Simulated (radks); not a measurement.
Spherical quantum dot in the effective-mass picture: electrons in a parabolic well V = omega^2 r^2 / 2 with omega = 0.25, with a point charge +2 (a donor) at the centre, all in effective atomic units (hartree* = m*/eps^2 hartree, bohr* = eps/m* bohr), one dielectric constant everywhere. Method: non-relativistic Kohn-Sham, r2SCAN, spin-polarised, spherical densities, generalised Kohn-Sham scheme; computed with a radial shooting solver with Libxc functionals. Levels are named by radial order and angular momentum (1s, 1p, 1d, 2s, ...), and open shells are averaged over m.

N = 24, configuration 1s2 1p6 1d10 2s2 1f(up 4, down 0). This is the lowest configuration that the search found. Occupied and some empty levels:

level,occupation,eigenvalue (hartree*),<r> (bohr*)
1s down,1,3.8491,0.9489
1s up,1,3.8528,0.9420
2s up,1,4.4132,4.982
2s down,1,4.4216,4.673
1p up,3,4.4534,5.091
1p down,3,4.4643,4.773
1d up,5,4.5471,5.693
1d down,5,4.5728,5.537
1f up,4,4.6557,6.099
1f down,0,4.6898,6.027
2p up,0,4.7024,4.828
2p down,0,4.7090,4.968
1g up,0,4.7798,6.429
1g down,0,4.8195,6.399
2d up,0,4.8602,5.497
2d down,0,4.8737,5.473

Energy (hartree*): total 58.3735, kinetic 6.8824, external 6.1506, Hartree 51.059, exchange-correlation -5.7183.
